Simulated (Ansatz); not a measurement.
`[OH][Ge]([F])([F])[F]` at its PBE0-D4/def2-TZVP geometry, where that method's forces vanish. The species carries charge 0 and has multiplicity 1.

```
atom   x (Å)   y (Å)   z (Å)
  O1   0.767   0.558   1.031
 Ge2  -0.317  -0.063  -0.164
  F3  -1.891   0.391   0.269
  F4   0.009   0.540  -1.723
  F5  -0.256  -1.761  -0.286
  H6   1.689   0.335   0.873
```

Task: For each bond, give half the difference of the two atoms' forces along it (eV/Å; positive pushes the atoms apart) under PBE-D4, r2SCAN-D4, B3LYP-D4, ωB97M-V in def2-TZVPP. (Estimate.)

Result: Ansatz gave: 
```
  bond  length (Å)  PBE-D4  r2SCAN-D4  B3LYP-D4  ωB97M-V
O1–Ge2       1.728    0.23       0.07      0.14     0.03
 O1–H6       0.962    0.31       0.03     -0.04    -0.07
Ge2–F3       1.694    0.47       0.05      0.19     0.06
Ge2–F4       1.703    0.43       0.03      0.18     0.05
Ge2–F5       1.703    0.43       0.03      0.18     0.05
```

B3LYP here is the variant with VWN-RPA as its local correlation; programs differ in this.
